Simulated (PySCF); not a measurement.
**Pb (lead, neutral) across methods**

[Xe] 4f14 5d10 6s1 6p2 6d1, one real determinant (an excited configuration). Calculation: PySCF 2.14, in aug-cc-pVQZ-PP with one added diffuse shell each of s, p, d, f, g type with ECP60MDF (8s8p6d4f3g, 117 functions); scalar relativity through the core potential. The B2PLYP total includes its PT2 part (frozen core); its orbital energies are those of the SCF part.

```tsv
method	E (hartree)	mean ε 6s α (eV)	mean ε 6p α (eV)	mean ε 6d α (eV)	Σ⟨r²⟩ (bohr²)	⟨S²⟩
LDA	-192.0806	-17.150	-7.529	-0.967	114.5	6.001
r2SCAN	-192.4592	-17.646	-7.910	-0.932	118.9	6.005
B2PLYP	-192.0542	-20.003	-9.525	-1.364	127.4	6.003
BLYP	-192.3350	-16.737	-7.247	-0.905	120.5	6.001
PBE0	-192.3749	-18.569	-8.574	-1.247	120.0	6.002
PBE	-192.3943	-16.952	-7.465	-1.006	117.0	6.002
UHF	-191.43588	-22.638	-11.470	-1.715	134.6	6.006
```

Problem. Estimate the same row for TPSSh.

Solution. E (hartree) = -192.3096; mean ε 6s α (eV) = -17.663; mean ε 6p α (eV) = -7.955; mean ε 6d α (eV) = -1.031; Σ⟨r²⟩ (bohr²) = 119.4; ⟨S²⟩ = 6.002.

⟨L²⟩ = 7.97 against 12 for a pure F term, so this real determinant mixes terms. Energies and moments cover only the electrons outside the core potential. Spin-orbit coupling is strong in this species (close to jj coupling), so the high-spin LS determinant is a model state, not a physical level. The outer electron is Rydberg-like, and this basis confines it to a smaller radius and binds it less than a complete one would.
